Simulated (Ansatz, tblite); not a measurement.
Removing and adding an electron: SnH2MeF (CH5FSn). The state is a singlet with charge 0. Geometry: PBE-D4/def2-TZVP. Ansatz, gas phase; energy differences of separate SCF runs; the oxidised species was run as a doublet alone; the reduced species was run as a doublet alone.

```csv
atom,x (Å),y (Å),z (Å)
Sn1,-0.1807,0.7600,0.5801
H2,0.9100,1.0094,1.8879
H3,-1.8233,1.0341,1.0144
C4,0.1688,-1.0267,-0.5543
H5,0.0404,-1.9124,0.0809
H6,1.1928,-1.0017,-0.9457
H7,-0.5412,-1.0676,-1.3888
F8,0.2332,2.2049,-0.6746
```

In the def2 sets Sn takes a core potential; there is no spin–orbit coupling. The xTB rows come from tblite. HOMO above LUMO, or a gap near zero within one spin, warns that the state may not be the lowest or that an electron is smeared out.

Task: Estimate orbital energies and vertical ionisation energies and electron affinities at: GFN1-xTB; GFN2-xTB; PBE-D4/def2-TZVP; PBE-D4/def2-TZVPD; r2SCAN-D4/def2-TZVP; r2SCAN-D4/def2-TZVPD; PBE0-D4/def2-TZVP; PBE0-D4/def2-TZVPD.

Result: 
| level | −HOMO (eV) | vertical IE (eV) | −LUMO (eV) | vertical EA (eV) | HOMO–LUMO gap (eV) | IE − EA (eV) | remarks |
| --- | --- | --- | --- | --- | --- | --- | --- |
| GFN1-xTB | 12.43 | 15.64 | 6.45 | 3.32 | 5.98 | 12.32 | – |
| GFN2-xTB | 11.78 | 14.88 | 6.31 | 3.32 | 5.47 | 11.56 | – |
| PBE-D4/def2-TZVP | 7.35 | 10.49 | 1.27 | – | 6.08 | – | gap within one spin near zero (+1 doublet) |
| PBE-D4/def2-TZVPD | 7.40 | – | 1.36 | -0.69 | 6.05 | – | HOMO above zero (-1 doublet), gap within one spin near zero (-1 doublet) |
| r2SCAN-D4/def2-TZVP | 7.67 | 10.61 | 0.88 | – | 6.79 | – | – |
| r2SCAN-D4/def2-TZVPD | 7.70 | – | 0.94 | -0.80 | 6.75 | – | HOMO above zero (-1 doublet) |
| PBE0-D4/def2-TZVP | 8.69 | 10.82 | 0.47 | – | 8.22 | – | – |
| PBE0-D4/def2-TZVPD | 8.72 | – | 0.57 | -0.78 | 8.15 | – | HOMO above zero (-1 doublet) |

   A HOMO above zero means that the electron is unbound at that level or that self-interaction error raises the level; the energy of removing that electron tells which. Raw xTB energy differences between charge states are shifted by several eV; the methods need an empirical correction for them. A negative affinity means that the extra electron isn't bound; its size then hangs on the basis.
